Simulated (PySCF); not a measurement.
C3H8N, SMILES C[C](C)N, multiplicity 2.

The structure is a stationary point at ωB97X-D3(BJ)/def2-SVP. The isomer is the one that the SMILES or the coordinates give; other isomers of the formula were not compared. Other conformers were not sampled.

The numbers are results of PBE0/def2-TZVP (PySCF), not measurements.

Gas-phase values at a fixed geometry.

**Question.** Estimate the frontier levels, dipole moment and polarisability. (Estimate from the structure and the level; the computed values follow.)

**Answer.** 
The α spin, highest occupied and lowest empty level comes out as -3.84 and 0.98 eV, the β spin, highest occupied and lowest empty level is -7.84 and 0.15 eV and the dipole moment comes out as 1.26 D. The quadrupole, principal values (traceless, Buckingham form, about the centre of nuclear charge) is -5.47, 1.40, 4.07 D·Å and the mean static polarisability is 48.9 bohr³ (7.24 Å³). The polarisability, principal values is 41.3, 52.0, 53.4 bohr³ and the ⟨S²⟩ comes out as 0.755 (pure state 0.75).
